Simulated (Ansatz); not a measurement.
The cluster HgF₂⁻ (the lowest doublet isomer of a short search). The state is a doublet with charge -1. Geometry PBE-D4/def2-TZVPD, basis def2-TZVPD, Ansatz.

Cartesian coordinates in Å:
```
Hg -0.1322 -0.2483 0.2846
F -1.5439 1.4890 0.3007
F 1.6761 -1.2407 -0.5852
```

```csv
run,HOMO (eV),LUMO (eV)
A,-0.09,1.03
B,-2.85,3.68
C,-0.87,1.73
D,-0.75,1.36
E,-0.06,0.45
F,0.17,0.80
```

In the def2 sets Hg takes a core potential; there is no spin–orbit coupling. B3LYP takes the VWN-RPA correlation. The structure comes from a short search, and lower isomers may exist.

HOMO and LUMO are taken over both spins.

Q: The runs used B3LYP, LDA (SPW92), PBE, PBE0, r2SCAN, ωB97X-V. Estimate which is which.

A: A r2SCAN (0 % exact exchange); B ωB97X-V (range-separated); C PBE0 (25 % exact exchange); D B3LYP (20 % exact exchange); E LDA (SPW92) (0 % exact exchange); F PBE (0 % exact exchange). Exact exchange lowers occupied and raises empty levels; among semilocal functionals meta-GGAs tend to open the gap a little, and such runs are hard to tell apart. The gap grows from 0.51 eV (LDA (SPW92)) to 6.53 eV (ωB97X-V). At PBE-D4/def2-TZVPD the highest occupied level of the charge -1 doublet lies above zero (up to 0.17 eV). By energy differences its removal costs 2.94 eV (vertical, to the charge 0 singlet, at PBE-D4/def2-TZVPD); a positive level beside a positive removal energy at the same level points to self-interaction error.
